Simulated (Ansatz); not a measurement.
Reaction (ligand exchange at the Al–N bond): `C[NH][Al]([F])[Cl]` + `O[Si](O)(O)O` → `O[Si](O)(O)[O][Al]([F])[Cl]` + CH₃NH₂

Computed with Ansatz on PBE0-D4/def2-TZVP structures; ΔE is electronic, products minus reactants. CBS: MP2 limit from def2 TZ/QZ plus the TZ coupled-cluster correction, frozen cores. This one scheme is used for every species. Functionals use def2-TZVPP. Each species was taken in one conformer, which may not be the lowest.

```csv
level,ΔE (kcal/mol)
LDA (SPW92),-11.3
revPBE-D4,-13.0
r2SCAN0-D4,-14.8
PBE-QIDH,-14.3
MP2/def2-SVP,-15.4
HF/def2-TZVPP,-17.4
MP2/def2-QZVPP,-14.7
CCSD/CBS(def2),-15.2
```

Problem. What does CCSD(T)/CBS give? (Estimate.)

Solution. The calculation gave: -14.8 kcal/mol. The listed levels differ from it by 3.5, 1.8, 0.0, 0.5, -0.6, -2.6, 0.1, -0.4 kcal/mol.

Largest T1 diagnostic among the species: 0.011.

Leaving LDA and LC-ωPBE aside and taking each functional with its dispersion term where it has one, the values, not all of them listed here, spread over 3.4 kcal/mol, from BHLYP-D4 to PBE-D4. LDA lies +1.2 kcal/mol from PBE without D4. In def2-TZVPP, CCSD(T) changes the Hartree–Fock value by +2.7 kcal/mol (the triples alone add +0.4 kcal/mol) and MP2 by +2.9 kcal/mol. At CCSD(T), def2-SVP lies −0.8 kcal/mol from the extrapolated value and def2-TZVPP +0.1 kcal/mol.
